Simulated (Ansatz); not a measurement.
A CCSD(T) single point on `[OH][Sn]([OH])[F]` radical.

```yaml
crystal:
  periodic: [false, false, false]
  atoms:
    - {symbol: O, position_ang: [-0.564866, 1.306949, -0.485438]}
    - {symbol: Sn, position_ang: [-0.507683, -0.463368, 0.372846]}
    - {symbol: O, position_ang: [1.337767, -0.679870, 0.999347]}
    - {symbol: F, position_ang: [-0.716153, -1.757087, -1.038539]}
    - {symbol: H, position_ang: [-1.224547, 1.372521, -1.183340]}
    - {symbol: H, position_ang: [1.717683, 0.156854, 1.288923]}
basis:
  gaussian: {orbitals: def2-TZVPP}
magnetization: {spin_polarized: true, initial_magnetization: 1}
correlation: {method: ccsd_t}
scf: {omitted_lower_state_checks: [cluster_reference]}
output: {orbitals: {seedname: orbitals}}
```

```sh
$ ansatz run in.yaml --threads 4 --pin off --events-out ev --progress --plain --max-ram 10444MiB
```

Output of Ansatz, abridged:

```
Functional definition: HF
1247 factors; integrals over basis functions are off by at most 9.2e-4 eV
mean field evaluation 1: about -12615.4873 eV, gradient 4.2e1 eV
mean field evaluation 2: about -12615.4938 eV, gradient 4.2e1 eV
mean field evaluation 4: about -12621.7475 eV, gradient 2.6e0 eV
mean field evaluation 8: about -12621.8660 eV, gradient 2.2e-1 eV
mean field -12621.86706940 eV, -463.8450593918 hartree, gradient 4.1e-6 eV, S^2 0.762927; 0 other end points of the search recorded, 0 dependent functions left out
7 core orbitals not correlated: weight in the atoms' cores, before any rotation towards them, 1.000 or more for the frozen orbitals, at most 0.000 for the correlated occupied ones
reference -12621.86706940 eV, -463.8450593918 hartree; 18, 17 occupied and 146, 147 virtual orbitals, 1247 factors
second order -28.30721901 eV of doubles, -0.00000000 eV of singles
cycle   1  -27.30355638 eV  change     1.0e0 eV  update   1.4e-1
cycle   2  -27.96235694 eV  change   -6.6e-1 eV  update   4.5e-2
cycle   3  -28.13360344 eV  change   -1.7e-1 eV  update   2.7e-2
cycle   4  -28.12782419 eV  change    5.8e-3 eV  update   9.8e-3
cycle   5  -28.11926851 eV  change    8.6e-3 eV  update   5.2e-3
cycle   6  -28.12225051 eV  change   -3.0e-3 eV  update   2.4e-3
cycle   7  -28.12335973 eV  change   -1.1e-3 eV  update   1.1e-3
cycle   8  -28.12321673 eV  change    1.4e-4 eV  update   5.0e-4
cycle   9  -28.12328147 eV  change   -6.5e-5 eV  update   2.5e-4
cycle  10  -28.12329491 eV  change   -1.3e-5 eV  update   1.2e-4
cycle  11  -28.12319955 eV  change    9.5e-5 eV  update   5.7e-5
cycle  12  -28.12328520 eV  change   -8.6e-5 eV  update   3.2e-5
cycle  13  -28.12326721 eV  change    1.8e-5 eV  update   1.3e-5
perturbative correction -0.94952277 eV, -0.0348943182 hartree
Total energy: -12650.93985939 eV, -464.9134647174 hartree
Checks for a lower state left out: cluster_reference
```

It took 3.6 min on 4 threads of an Arm Neoverse V2 on a shared host, with 4.8 GiB of host memory at the peak.

MP2 recovers 97.4 % of the CCSD(T) correlation energy and the triples give 3.3 %; T1 = 0.0187.
